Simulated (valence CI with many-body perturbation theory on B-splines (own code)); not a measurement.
**Ho³⁴⁺: electric-dipole lines**

Computed by valence CI with perturbative core correlation (CI+MBPT): five valence electrons over a frozen Dirac-Fock core [Ar] 3d10, radial functions for each j: 9 s, 9 p, 8 d, 6 f, 3 g, 1 h, with the one-electron correlation potential Σ1, the two-electron term Σ2, the three-electron term Σ3, Breit, model QED; selected CI, second order for the rest (own B-spline code, finite nucleus).

No measured spectrum was set against this ion. As an estimate, large intervals hold to a few tenths of a per cent, small ones and those within an open d or f shell to about a per cent. Among the levels kept, up to 300 cm⁻¹ of a level comes from second order outside the variational space, and about a tenth of that is noise between levels of different J, which matters for small intervals.

Lines 151 to 200 of 220 in falling wavelength, among levels below 2269100 cm⁻¹, chosen from the strongest by gf and those to the six lowest levels. Wavelengths and rates use the calculated energies. Electric multipoles are in the length gauge, E1 and E2 with the static RPA response of the core. Weak lines are less certain than strong ones. Lines between different terms over intervals too small for the method are left out, as are lines whose strength nearly cancels. The highest levels of a list are the least certain.

Levels are named by their leading jj configuration (3d3/2^4 stands for four electrons in 3d with j = 3/2), which in mixed levels can hold well under half, so a name can repeat and another be missing. Letters in brackets count levels of one name in rising energy.

| λ vac (nm) | Upper | Lower | A (s⁻¹) | S (a.u.) |
| --- | --- | --- | --- | --- |
| 8.438 | (4s 4p1/2^2 4p3/2 4d5/2) J=5/2 | (4s 4p1/2^2 4p3/2^2) J=5/2 | 1.12e+11 | 1.99e-01 |
| 8.409 | (4s 4p1/2^2 4p3/2 4d5/2) J=5/2 | (4s^2 4p1/2^2 4d3/2) J=3/2 | 8.09e+08 | 1.42e-03 |
| 8.381 | (4s 4p1/2^2 4p3/2 4d3/2) J=1/2 [b] | (4s^2 4p1/2^2 4d3/2) J=3/2 | 2.11e+11 | 1.23e-01 |
| 8.360 | (4s^2 4p1/2^2 4d5/2) J=5/2 | (4s^2 4p1/2^2 4p3/2) J=3/2 | 1.77e+11 | 3.06e-01 |
| 8.351 | (4s^2 4p3/2^2 4d5/2) J=5/2 [a] | (4s^2 4p3/2^3) J=3/2 | 3.02e+06 | 5.21e-06 |
| 8.321 | (4s^2 4p1/2 4p3/2 4d5/2) J=3/2 [a] | (4s^2 4p1/2 4p3/2^2) J=3/2 | 1.76e+11 | 2.00e-01 |
| 8.297 | (4s^2 4p1/2 4p3/2 4d5/2) J=5/2 [a] | (4s^2 4p1/2 4p3/2^2) J=5/2 | 1.50e+11 | 2.54e-01 |
| 8.187 | (4s^2 4p1/2 4p3/2 4d5/2) J=3/2 [c] | (4s^2 4p1/2 4p3/2^2) J=1/2 | 2.64e+11 | 2.86e-01 |
| 8.175 | (4s 4p1/2^2 4p3/2 4d5/2) J=7/2 | (4s 4p1/2^2 4p3/2^2) J=5/2 | 1.83e+11 | 3.94e-01 |
| 8.171 | (4s^2 4p1/2 4p3/2 4d5/2) J=7/2 [b] | (4s^2 4p1/2 4p3/2^2) J=5/2 | 2.69e+11 | 5.80e-01 |
| 8.140 | (4s^2 4p1/2 4p3/2 4d3/2) J=1/2 [c] | (4s^2 4p1/2 4p3/2^2) J=3/2 | 2.06e+11 | 1.10e-01 |
| 8.128 | (4s^2 4p1/2 4p3/2 4d5/2) J=3/2 [b] | (4s^2 4p1/2 4p3/2^2) J=5/2 | 3.51e+11 | 3.72e-01 |
| 8.045 | (4s^2 4p1/2 4p3/2 4d5/2) J=5/2 [a] | (4s^2 4p1/2 4p3/2^2) J=3/2 | 9.70e+10 | 1.50e-01 |
| 7.999 | (4s^2 4p1/2 4p3/2 4d5/2) J=5/2 [b] | (4s^2 4p1/2 4p3/2^2) J=5/2 | 2.28e+11 | 3.45e-01 |
| 7.976 | (4s^2 4p1/2 4p3/2 4d5/2) J=1/2 | (4s^2 4p1/2 4p3/2^2) J=1/2 | 5.76e+11 | 2.89e-01 |
| 7.928 | (4s^2 4p3/2^2 4d5/2) J=3/2 | (4s^2 4p3/2^3) J=3/2 | 5.00e+11 | 4.92e-01 |
| 7.885 | (4s^2 4p1/2 4p3/2 4d5/2) J=3/2 [b] | (4s^2 4p1/2 4p3/2^2) J=3/2 | 1.41e+11 | 1.37e-01 |
| 7.880 | (4s^2 4p1/2 4p3/2 4d5/2) J=3/2 [c] | (4s^2 4p1/2 4p3/2^2) J=5/2 | 5.70e+10 | 5.51e-02 |
| 7.825 | (4s 4p3/2^4) J=1/2 [b] | (4s^2 4p3/2^3) J=3/2 | 7.99e+11 | 3.78e-01 |
| 7.764 | (4s^2 4p1/2 4p3/2 4d5/2) J=5/2 [b] | (4s^2 4p1/2 4p3/2^2) J=3/2 | 3.67e+11 | 5.09e-01 |
| 7.753 | (4s^2 4p3/2^2 4d5/2) J=5/2 [b] | (4s^2 4p3/2^3) J=3/2 | 7.24e+11 | 9.99e-01 |
| 7.652 | (4s^2 4p1/2 4p3/2 4d5/2) J=3/2 [c] | (4s^2 4p1/2 4p3/2^2) J=3/2 | 5.35e+09 | 4.73e-03 |
| 7.468 | (4s^2 4p1/2 4p3/2 4d5/2) J=1/2 | (4s^2 4p1/2 4p3/2^2) J=3/2 | 2.45e+10 | 1.01e-02 |
| 6.960 | (4s^2 4p1/2 4p3/2 4d3/2) J=3/2 [a] | (4s^2 4p1/2^2 4p3/2) J=3/2 | 2.08e+10 | 1.38e-02 |
| 6.928 | (4s^2 4p1/2 4p3/2 4d3/2) J=5/2 [a] | (4s^2 4p1/2^2 4p3/2) J=3/2 | 1.42e+09 | 1.40e-03 |
| 6.920 | (4s^2 4p1/2 4p3/2 4d3/2) J=1/2 [a] | (4s^2 4p1/2^2 4p3/2) J=3/2 | 7.14e+09 | 2.34e-03 |
| 6.834 | (4s 4p1/2 4p3/2^3) J=3/2 | (4s^2 4p1/2^2 4p3/2) J=3/2 | 1.45e+09 | 9.14e-04 |
| 6.785 | (4s 4p3/2^4) J=1/2 [a] | (4s^2 4p1/2 4p3/2^2) J=1/2 | 1.61e+10 | 4.97e-03 |
| 6.684 | (4s^2 4p3/2^2 4d3/2) J=1/2 | (4s^2 4p1/2 4p3/2^2) J=1/2 | 1.75e+09 | 5.15e-04 |
| 6.683 | (4s^2 4p3/2^2 4d3/2) J=3/2 [a] | (4s^2 4p1/2 4p3/2^2) J=1/2 | 6.18e+10 | 3.64e-02 |
| 6.631 | (4s 4p1/2 4p3/2^3) J=5/2 | (4s^2 4p1/2^2 4p3/2) J=3/2 | 1.73e+09 | 1.49e-03 |
| 6.477 | (4s^2 4p3/2^2 4d3/2) J=3/2 [a] | (4s^2 4p1/2 4p3/2^2) J=5/2 | 2.02e+11 | 1.08e-01 |
| 6.453 | (4s^2 4p3/2^2 4d3/2) J=5/2 | (4s^2 4p1/2 4p3/2^2) J=5/2 | 4.68e+11 | 3.72e-01 |
| 6.450 | (4s^2 4p3/2^2 4d5/2) J=7/2 | (4s^2 4p1/2 4p3/2^2) J=5/2 | 1.17e+11 | 1.24e-01 |
| 6.413 | (4s 4p3/2^4) J=1/2 [a] | (4s^2 4p1/2 4p3/2^2) J=3/2 | 1.86e+11 | 4.85e-02 |
| 6.367 | (4s^2 4p1/2 4p3/2 4d3/2) J=1/2 [b] | (4s^2 4p1/2^2 4p3/2) J=3/2 | 4.89e+11 | 1.25e-01 |
| 6.350 | (4s^2 4p3/2^2 4d3/2) J=3/2 [b] | (4s^2 4p1/2 4p3/2^2) J=1/2 | 7.25e+11 | 3.66e-01 |
| 6.337 | (4s^2 4p3/2^2 4d3/2) J=7/2 | (4s^2 4p1/2 4p3/2^2) J=5/2 | 7.40e+11 | 7.43e-01 |
| 6.334 | (4s^2 4p1/2 4p3/2 4d3/2) J=5/2 [b] | (4s^2 4p1/2^2 4p3/2) J=3/2 | 7.66e+11 | 5.76e-01 |
| 6.323 | (4s^2 4p3/2^2 4d3/2) J=1/2 | (4s^2 4p1/2 4p3/2^2) J=3/2 | 5.72e+11 | 1.43e-01 |
| 6.322 | (4s^2 4p3/2^2 4d3/2) J=3/2 [a] | (4s^2 4p1/2 4p3/2^2) J=3/2 | 6.36e+11 | 3.17e-01 |
| 6.315 | (4s^2 4p1/2 4p3/2 4d3/2) J=3/2 [b] | (4s^2 4p1/2^2 4p3/2) J=3/2 | 1.04e+12 | 5.15e-01 |
| 6.299 | (4s^2 4p3/2^2 4d3/2) J=5/2 | (4s^2 4p1/2 4p3/2^2) J=3/2 | 3.40e+11 | 2.52e-01 |
| 6.220 | (4s^2 4p1/2 4p3/2 4d5/2) J=3/2 [a] | (4s^2 4p1/2^2 4p3/2) J=3/2 | 3.86e+09 | 1.83e-03 |
| 6.164 | (4s^2 4p3/2^2 4d3/2) J=3/2 [b] | (4s^2 4p1/2 4p3/2^2) J=5/2 | 7.56e+07 | 3.50e-05 |
| 6.118 | (4s^2 4p1/2 4p3/2 4d3/2) J=1/2 [c] | (4s^2 4p1/2^2 4p3/2) J=3/2 | 4.17e+11 | 9.43e-02 |
| 6.064 | (4s^2 4p1/2 4p3/2 4d5/2) J=5/2 [a] | (4s^2 4p1/2^2 4p3/2) J=3/2 | 1.79e+11 | 1.18e-01 |
| 6.033 | (4s^2 4p3/2^2 4d5/2) J=5/2 [a] | (4s^2 4p1/2 4p3/2^2) J=5/2 | 4.55e+08 | 2.96e-04 |
| 6.023 | (4s^2 4p3/2^2 4d3/2) J=3/2 [b] | (4s^2 4p1/2 4p3/2^2) J=3/2 | 1.95e+10 | 8.40e-03 |
| 5.975 | (4s^2 4p3/2^2 4d5/2) J=3/2 | (4s^2 4p1/2 4p3/2^2) J=1/2 | 5.51e+10 | 2.32e-02 |
